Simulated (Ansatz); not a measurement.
Species: H$_{2}$Ga, SMILES `[GaH2]` (charge 0, multiplicity 2).

Question: Give a relaxed geometry from r2SCAN-D4/def2-TZVP in Ansatz (a program for electronic structure).

Answer: the end point of this relaxation (outside a Z-matrix the atoms follow the SMILES, hydrogens last).
Z-matrix (Å, degrees):
```
Ga
H 1 1.5871
H 1 1.5871 2 120.31
```
